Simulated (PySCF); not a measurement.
C6H10N2.
SMILES with atom numbers: `[H]/[N:8]=[CH:7]/[C@H:6]1[C@H:3]([N:2]=[CH2:1])[CH2:4][CH2:5]1` (hydrogens: H9, H10 on C1; H11 on C3; H12, H13 on C4; H14, H15 on C5; H16 on C6; H17 on C7; H18 on N8)

Structure optimised with GFN2-xTB, isolated species.

Some entries are withheld.

```
coordinate    value
     C1=N2  1.251 Å
     N2–C3        ?
     C3–C4        ?
     C4–C5  1.533 Å
     C5–C6  1.534 Å
     C6–C7  1.484 Å
     C7=N8  1.254 Å
     C3–C6        ?
     C1–H9  1.097 Å
    C1–H10  1.080 Å
    C3–H11  1.102 Å
    C4–H12  1.087 Å
    C4–H13  1.087 Å
    C5–H14  1.086 Å
    C5–H15  1.086 Å
    C6–H16  1.091 Å
    C7–H17  1.102 Å
    N8–H18  1.017 Å
  C1–N2–C3   120.7°
  N2–C3–C4   114.4°
  N2–C3–C6   113.7°
  C4–C3–C6    88.4°
  C3–C4–C5    90.2°
  C4–C5–C6        ?
  C5–C6–C7        ?
  C3–C6–C5    89.6°
  C3–C6–C7   114.3°
  C6–C7–N8        ?
```

**Question.** Estimate the withheld lengths and angles.

**Answer.** 
- N2–C3 = 1.420 Å, drawn single (imine nitrogen to sp3 carbon bound to nitrogen); 0.05 Å below the sum of covalent radii, 1.47 Å.
- C3–C4 = 1.543 Å, drawn single (sp3 carbon bound to nitrogen to four-membered-ring carbon); 0.02 Å above the sum of covalent radii, 1.52 Å.
- C3–C6 = 1.557 Å, drawn single (sp3 carbon bound to nitrogen to four-membered-ring carbon); 0.04 Å above the sum of covalent radii, 1.52 Å.
- C4–C5–C6 = 89.5°, at the four-membered-ring carbon, inside a 4-membered ring; the outer atoms are 2.160 Å apart.
- C5–C6–C7 = 118.3°, at the four-membered-ring carbon; the outer atoms are 2.592 Å apart.
- C6–C7–N8 = 121.2°, at the imine carbon; the outer atoms are 2.389 Å apart.

Radii are Cordero's, carbon taken as 0.76, 0.73 or 0.69 Å for four, three, and two or fewer neighbours.

Whether it is a minimum is left open (no frequencies). The numbers are those of one conformer (C1–N2–C3–C4 -129°, C5–C6–C7–N8 -4°, N2–C3–C4–C5 -127°, C3–C4–C5–C6 12°, C4–C5–C6–C7 -129°, N2–C3–C6–C5 127°).

All values are computed, not measured.
